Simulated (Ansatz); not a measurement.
Input for Ansatz (an electronic-structure program): R-CCSD(T)/cc-pVTZ on CHN (SMILES C#N).

Ansatz 0.2 input:
```yaml
crystal:
  periodic: [false, false, false]
  atoms:
    - {symbol: C, position_ang: [-0.02646930, -0.00041238, 0.00000000]}
    - {symbol: N, position_ang: [1.11956421, 0.01676616, -0.00000000]}
    - {symbol: H, position_ang: [-1.09309491, -0.01635378, -0.00000000]}
basis:
  gaussian:
    orbitals: cc-pVTZ
magnetization: {spin_polarized: false}
correlation: {method: ccsd_t, electrons: outside_noble_gas}
scf: {lower_state_search: off}
```

The log:

```
WARN ansatz: RAYON_NUM_THREADS=4 ignored (pool sized by the plan → 4); use --threads N
Functional definition: HF
these checks for a lower state are left out or cut short: stability, starts, cluster_reference, orbital_swaps, neighbouring_geometries, increment
integrals: 0.04 GiB planned
432 factors; integrals over basis functions are off by at most 1.3e-3 eV
mean field: 0.08 GiB planned
mean field evaluation 1: about -2526.3457 eV, gradient 2.7e1 eV
mean field evaluation 2: about -2526.3489 eV, gradient 2.7e1 eV
mean field evaluation 4: about -2528.1516 eV, gradient 2.6e0 eV
mean field evaluation 8: about -2528.1809 eV, gradient 1.4e-4 eV
mean field -2528.18094154 eV, -92.9089359390 hartree, gradient 1.1e-6 eV, S^2 0.000000; 0 other end points of the search recorded, 0 dependent functions left out
2 core orbitals not correlated
reference -2528.18094154 eV, -92.9089359390 hartree; 5, 5 occupied and 67, 67 virtual orbitals, 432 factors
second order -9.35470726 eV of doubles, -0.00000000 eV of singles
coupled cluster: 0.14 GiB planned
cycle   1  -9.08682850 eV  change    2.7e-1 eV  update   8.0e-2
cycle   2  -9.40520449 eV  change   -3.2e-1 eV  update   2.5e-2
cycle   3  -9.47096657 eV  change   -6.6e-2 eV  update   1.1e-2
cycle   4  -9.47187749 eV  change   -9.1e-4 eV  update   2.8e-3
cycle   5  -9.47472729 eV  change   -2.8e-3 eV  update   1.1e-3
cycle   6  -9.47520684 eV  change   -4.8e-4 eV  update   2.5e-4
cycle   7  -9.47524690 eV  change   -4.0e-5 eV  update   5.5e-5
cycle   8  -9.47528078 eV  change   -3.4e-5 eV  update   1.4e-5
cycle   9  -9.47528114 eV  change   -3.6e-7 eV  update   3.5e-6
perturbative correction -0.48026758 eV, -0.0176495081 hartree
Total energy: -2538.13649026 eV, -93.2747956065 hartree
Checks for a lower state left out: stability, starts, cluster_reference, orbital_swaps, neighbouring_geometries, increment
```

The calculation finished and met its thresholds.

Cost: around 0.9 core-seconds (rough).
